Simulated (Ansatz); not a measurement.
Consider the formal exchange of groups at the Sb–Si bond: `N[SiH](O)[SbH2]` + H₂O → `[SbH3]` + `N[SiH](O)O`.

Computed with Ansatz on PBE0-D4/def2-TZVP structures; ΔE is electronic, products minus reactants. CBS: MP2 limit from def2 TZ/QZ plus the TZ coupled-cluster correction, frozen cores. This one scheme is used for every species. DFT in def2-TZVPP. def2 core potentials past Kr. For Sb outer-core shells are correlated without core-valence functions, which leaves a few kJ/mol of doubt a bond. Each species was taken in one conformer, which may not be the lowest.

| level | ΔE (kcal/mol) |
| --- | --- |
| LDA (SPW92) | -20.4 |
| BHLYP-D4 | -23.2 |
| PBE-QIDH | -21.3 |
| PBE | -18.7 |
| revPBE | -18.3 |
| CCSD(T)/def2-SVP | -22.4 |
| MP2/def2-TZVPP | -21.6 |
| CCSD(T)/def2-TZVPP | -22.9 |

**Question.** What does CCSD(T)/CBS give? (Best estimate.)

**Answer.** Ansatz gave: -20.4 kcal/mol. The listed levels differ from it by 0.0, -2.8, -0.9, 1.7, 2.1, -2.0, -1.2, -2.5 kcal/mol.

Largest T1 diagnostic among the species: 0.014.

At CCSD(T), def2-SVP lies −2.0 kcal/mol from the extrapolated value and def2-TZVPP −2.5 kcal/mol. From PBE to PBE0 (25 % exact exchange), in def2-TZVPP and without D4, ΔE moves by −1.3 kcal/mol. In def2-TZVPP, CCSD(T) changes the Hartree–Fock value by +5.2 kcal/mol (the triples alone add +0.9 kcal/mol) and MP2 by +6.5 kcal/mol.
